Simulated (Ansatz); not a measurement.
Pulling the pair apart

The pair of Li⁺ (SMILES [Li+], atom 1) and NH$_{3}$ (SMILES N, atoms 2–5), both closed shells, in one local arrangement (a lower one may exist), relaxed at PBE0-D4/def2-TZVP:

Li1  (0.000, 0.017, -1.812)
N2  (0.000, -0.001, 0.146)
H3  (-0.518, -0.781, 0.548)
H4  (0.930, -0.066, 0.555)
H5  (-0.413, 0.831, 0.563)
(Å)

NH$_{3}$ is shifted rigidly along the line between the mean atom positions of the two fragments (negative: closer). Counterpoise interaction energies in kcal/mol. Computed with Ansatz 0.2.0 (basis: def2-TZVPPD); correlated methods freeze the cores. The outer core shell of Li, Na, Mg and K is correlated.

| shift (Å) | PBE-D4 | PBE0-D4 | HF |
| --- | --- | --- | --- |
| -0.20 | -36.81 | -37.82 | -36.79 |
| -0.10 | -39.47 | -40.30 | -39.49 |
| 0.00 | -40.31 | -40.97 | -40.29 |
| 0.10 | -39.97 | -40.46 | -39.84 |
| 0.23 | -38.30 | -38.57 | -37.96 |
| 0.49 | -33.77 | -33.69 | -32.82 |
| 0.98 | -24.58 | -24.18 | -23.00 |
| 1.96 | -12.24 | -12.04 | -11.56 |

What does CCSD(T) give at these shifts? (To be estimated.)

Computed: -34.91, -37.75, -38.73, -38.47, -36.86, -32.12, -22.70, -11.34 kcal/mol. For zero shift, CCSD(T) at an estimated basis limit (MP2 extrapolated from triple and quadruple zeta, plus CCSD(T) − MP2 in triple zeta) gives -39.44 kcal/mol. These are counterpoise interaction energies, counted from the two frozen fragments.

No T1 diagnostic of these runs exceeds 0.008.

For scale, one of the runs: CCSD(T)/def2-TZVPPD, 110 basis functions, launched by `ansatz run in.yaml --threads 2 --pin off --events-out ev --progress --plain --max-ram 5222MiB`. The run took about 0.9 s on 2 CPU threads of an AMD EPYC 9R45 (shared host).
